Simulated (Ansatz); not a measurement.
Ansatz (an electronic-structure program) input:

Ansatz 0.2 input:
```yaml
crystal:
  periodic: [false, false, false]
  atoms:
    - {symbol: C, position_ang: [2.36965666, -0.52471187, -0.39499928]}
    - {symbol: C, position_ang: [1.61081830, -0.36530381, 0.74606651]}
    - {symbol: C, position_ang: [0.26508297, -0.04705109, 0.81934645]}
    - {symbol: C, position_ang: [-0.66012680, 0.18680300, -0.33184450]}
    - {symbol: C, position_ang: [-1.32485858, 1.56589275, -0.21928067]}
    - {symbol: C, position_ang: [-1.72058644, -0.92316211, -0.40282830]}
    - {symbol: H, position_ang: [1.95412368, -0.40820624, -1.38628372]}
    - {symbol: H, position_ang: [3.41883872, -0.77489709, -0.32929383]}
    - {symbol: H, position_ang: [2.12142488, -0.50527830, 1.69471695]}
    - {symbol: H, position_ang: [-0.18282802, 0.03293998, 1.80563376]}
    - {symbol: H, position_ang: [-0.08872794, 0.16394360, -1.26251881]}
    - {symbol: H, position_ang: [-2.00048763, 1.73994006, -1.05962582]}
    - {symbol: H, position_ang: [-1.90957198, 1.63821663, 0.70139337]}
    - {symbol: H, position_ang: [-0.57969741, 2.36246614, -0.20756530]}
    - {symbol: H, position_ang: [-2.39759888, -0.75782730, -1.24409374]}
    - {symbol: H, position_ang: [-1.25593820, -1.90267630, -0.52226280]}
    - {symbol: H, position_ang: [-2.31945399, -0.94342238, 0.51113858]}
basis:
  gaussian:
    orbitals: def2-TZVP
hamiltonian:
  xc: b3lyp
  dispersion: d3bj
magnetization: {spin_polarized: true, initial_magnetization: 1}
phonons: {temperatures: {t_min: 298.15, t_max: 298.15, t_step: 100}}
```

Problem. Which total energy does the run end on?

Solution. -235.32189 Eh (B3LYP-D3(BJ)/def2-TZVP). The basis has 252 functions.

It need not be the lowest isomer of its formula.
